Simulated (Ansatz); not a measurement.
`CC[O][Zn][Cl]` and `CCOCF` differ in one atom or group.

Ansatz, PBE0-D4/def2-TZVP geometries, multiplicity 1. Each molecule was computed in one conformer, which needn't be the lowest.

Scalar relativity is left out up to krypton.

```
                                                                                  property  `CC[O][Zn][Cl]`
                                                         LUMO energy (PBE/def2-TZVPP) / eV            -2.16
ideal-gas entropy at 298 K and 1 bar (rigid rotor, harmonic PBE0-D4/def2-TZVP) / J/(mol·K)              366
                                                       HOMO energy (B3LYP/def2-TZVPP) / eV            -7.44
                                                     HOMO energy (ωB97M-V/def2-TZVPP) / eV           -10.06
                                                     LUMO energy (ωB97M-V/def2-TZVPP) / eV             0.44
                                        size of the dipole moment (ωB97M-V/def2-TZVPP) / D             1.47
```

Task: What does the change do to each property? (Best estimate.)

Result: Ansatz gave: 
```json
{"property": "LUMO energy (PBE/def2-TZVPP) / eV", "`CCOCF`": "0.60", "shift": "2.76"}
{"property": "ideal-gas entropy at 298 K and 1 bar (rigid rotor, harmonic PBE0-D4/def2-TZVP) / J/(mol·K)", "`CCOCF`": "323", "shift": "-43"}
{"property": "HOMO energy (B3LYP/def2-TZVPP) / eV", "`CCOCF`": "-8.11", "shift": "-0.67"}
{"property": "HOMO energy (ωB97M-V/def2-TZVPP) / eV", "`CCOCF`": "-10.75", "shift": "-0.69"}
{"property": "LUMO energy (ωB97M-V/def2-TZVPP) / eV", "`CCOCF`": "2.82", "shift": "2.38"}
{"property": "size of the dipole moment (ωB97M-V/def2-TZVPP) / D", "`CCOCF`": "1.75", "shift": "0.28"}
```

With PBE0 the HOMO falls by 0.68 eV and the LUMO rises by 2.66 eV, so the gap widens by about 3.34 eV. PBE moves the HOMO by -0.55 eV and ωB97M-V by -0.69 eV. The zero-point energy changes by 81.0 kJ/mol with +6 modes. Dipoles are sizes alone; their direction can turn. Modes under 60 cm⁻¹, often nearly free rotors, make the harmonic entropy too high.

B3LYP here is the variant with VWN-RPA as its local correlation; programs differ in this.
